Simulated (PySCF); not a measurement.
CuI2, SMILES [I][Cu-][I], charge -1, multiplicity 1. Geometry: PBE-D3(BJ)/def2-SVPD. The multiplicity is an assumed one; other spin states were not compared. The def2 effective core potentials stand for the cores of I; spin–orbit coupling is left out.

Computed equilibrium geometry at PBE-D3(BJ)/def2-SVPD (PySCF confirms it by a frequency run) as bond lengths and angles, and its point group:
point group D∞h.
Atoms: Cu1 I2 I3. Bond lengths (Å): Cu1–I2 2.456, Cu1–I3 2.456. Angles (°): I2–Cu1–I3 180.0.
Charge -1, spin multiplicity 1.
